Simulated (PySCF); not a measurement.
H10Si4, triplet, at the geometry of the source list (a higher spin typed on purpose: for a closed-shell molecule this is an excited state); DF-X3LYP/6-31G* (PySCF).

Input for PySCF:
```python
from pyscf import gto, scf, dft

mol = gto.M(
    atom='''
Si    2.098800   -0.873000    0.892900
Si    1.094900    1.112000    0.257600
Si   -0.717300    0.797700   -1.162400
Si   -2.374600   -0.521200   -0.232300
H     3.280500   -0.736400    1.746500
H     1.154600   -1.721800    1.625400
H     2.525300   -1.643100   -0.279300
H     2.093500    2.032300   -0.310600
H     0.632100    1.835000    1.455500
H    -0.234300    0.176000   -2.408200
H    -1.281500    2.072900   -1.634200
H    -2.842000    0.042300    1.037700
H    -3.566900   -0.711800   -1.060400
H    -1.863200   -1.860900    0.071800
''',
    basis='6-31g*',
    charge=0,
    spin=2,
    verbose=4,
)

mf = dft.UKS(mol)
mf.xc = 'x3lyp'
mf = mf.density_fit(auxbasis='def2-universal-jkfit')
mf.kernel()
```

Problem. Write the output that PySCF gives for this input, abridged.

Solution. 
```
PySCF version 2.14.0

[INPUT] verbose = 4
[INPUT] num. atoms = 14
[INPUT] num. electrons = 66
[INPUT] charge = 0
[INPUT] spin (= nelec alpha-beta = 2S) = 2
[INPUT] symmetry False subgroup None
[INPUT] Mole.unit = angstrom
[INPUT] Symbol           X                Y                Z      unit          X                Y                Z       unit  Magmom
[INPUT]  1 Si     2.098800000000  -0.873000000000   0.892900000000 AA    3.966157190237  -1.649730906745   1.687336456624 Bohr   0.0
[INPUT]  2 Si     1.094900000000   1.112000000000   0.257600000000 AA    2.069061133786   2.101375450516   0.486793449688 Bohr   0.0
[INPUT]  3 Si    -0.717300000000   0.797700000000  -1.162400000000 AA   -1.355500549151   1.507434529566  -2.196617647194 Bohr   0.0
[INPUT]  4 Si    -2.374600000000  -0.521200000000  -0.232300000000 AA   -4.487343655392  -0.984925256123  -0.438983378736 Bohr   0.0
[INPUT]  5 H      3.280500000000  -0.736400000000   1.746500000000 AA    6.199246551636  -1.391594318130   3.300406676553 Bohr   0.0
[INPUT]  6 H      1.154600000000  -1.721800000000   1.625400000000 AA    2.181877783423  -3.253730441276   3.071560842868 Bohr   0.0
[INPUT]  7 H      2.525300000000  -1.643100000000  -0.279300000000 AA    4.772125382364  -3.105008995273  -0.527800506591 Bohr   0.0
[INPUT]  8 H      2.093500000000   2.032300000000  -0.310600000000 AA    3.956141641777   3.840490402954  -0.586948934290 Bohr   0.0
[INPUT]  9 H      0.632100000000   1.835000000000   1.455500000000 AA    1.194495883338   3.467647438577   2.750496374304 Bohr   0.0
[INPUT] 10 H     -0.234300000000   0.176000000000  -2.408200000000 AA   -0.442762830986   0.332591797923  -4.550838453178 Bohr   0.0
[INPUT] 11 H     -1.281500000000   2.072900000000  -1.634200000000 AA   -2.421684028630   3.917213283611  -3.088190432764 Bohr   0.0
[INPUT] 12 H     -2.842000000000   0.042300000000   1.037700000000 AA   -5.370601646014   0.079935415069   1.960968799461 Bohr   0.0
[INPUT] 13 H     -3.566900000000  -0.711800000000  -1.060400000000 AA   -6.740464113711  -1.345107055465  -2.003865582489 Bohr   0.0
[INPUT] 14 H     -1.863200000000  -1.860900000000   0.071800000000 AA   -3.520937715290  -3.516591345203   0.135682335744 Bohr   0.0

nuclear repulsion = 325.224360377237
number of shells = 52
number of NR pGTOs = 244
number of NR cGTOs = 92
basis = 6-31g*
ecp = {}

******** <class 'pyscf.df.df_jk.DFUKS'> ********
method = DFUKS
initial guess = minao
damping factor = 0
level_shift factor = 0
DIIS = <class 'pyscf.scf.diis.CDIIS'>
diis_start_cycle = 1
diis_space = 8
diis_damp = 0
SCF conv_tol = 1e-09
SCF conv_tol_grad = None
SCF max_cycles = 50
direct_scf = False
number electrons alpha = 34  beta = 32
XC library pyscf.dft.libxc version 7.1.2
    S. Lehtola, C. Steigemann, M. J. T. Oliveira, and M. A. L. Marques,  SoftwareX 7, 1–5 (2018)
XC functionals = x3lyp
    X. Xu and W. A. Goddard,  Proc. Natl. Acad. Sci. U. S. A. 101, 2673 (2004)
radial grids:
    Treutler-Ahlrichs [JCP 102, 346 (1995); DOI:10.1063/1.469408] (M4) radial grids

becke partition: Becke, JCP 88, 2547 (1988); DOI:10.1063/1.454033
pruning grids: <function nwchem_prune>
grids dens level: 3
symmetrized grids: False
atomic radii adjust function: <function treutler_atomic_radii_adjust>
small_rho_cutoff = 0
Set gradient conv threshold to 3.16228e-05
tot grids = 174800
******** <class 'pyscf.df.df.DF'> ********
auxbasis = def2-universal-jkfit
init E= -1163.51358091194

cycle= 1 E= -1163.54915859697  delta_E= -0.0356  |g|= 0.128  |ddm|= 4.32

cycle= 2 E= -1163.55255112404  delta_E= -0.00339  |g|= 0.104  |ddm|= 0.735

cycle= 3 E= -1163.56180960863  delta_E= -0.00926  |g|= 0.0318  |ddm|= 0.525

cycle= 4 E= -1163.56276500545  delta_E= -0.000955  |g|= 0.00791  |ddm|= 0.175

cycle= 5 E= -1163.56287179052  delta_E= -0.000107  |g|= 0.00364  |ddm|= 0.0378

cycle= 6 E= -1163.56290633877  delta_E= -3.45e-05  |g|= 0.00151  |ddm|= 0.0356

cycle= 7 E= -1163.56291828426  delta_E= -1.19e-05  |g|= 0.000742  |ddm|= 0.0177

cycle= 8 E= -1163.56292075206  delta_E= -2.47e-06  |g|= 0.000281  |ddm|= 0.00821

cycle= 9 E= -1163.56292106298  delta_E= -3.11e-07  |g|= 0.000208  |ddm|= 0.00373

cycle= 10 E= -1163.56292112379  delta_E= -6.08e-08  |g|= 6.51e-05  |ddm|= 0.00176

cycle= 11 E= -1163.56292113461  delta_E= -1.08e-08  |g|= 2.2e-05  |ddm|= 0.00125

cycle= 12 E= -1163.56292113812  delta_E= -3.51e-09  |g|= 1.11e-05  |ddm|= 0.00115

cycle= 13 E= -1163.56292113944  delta_E= -1.32e-09  |g|= 7.04e-06  |ddm|= 0.000687

cycle= 14 E= -1163.56292114011  delta_E= -6.62e-10  |g|= 5.18e-06  |ddm|= 0.000402

Extra cycle  E= -1163.56292114051  delta_E= -4.04e-10  |g|= 5.06e-06  |ddm|= 0.000236
converged SCF energy = -1163.56292114051  <S^2> = 2.0048776  2S+1 = 3.00325
```
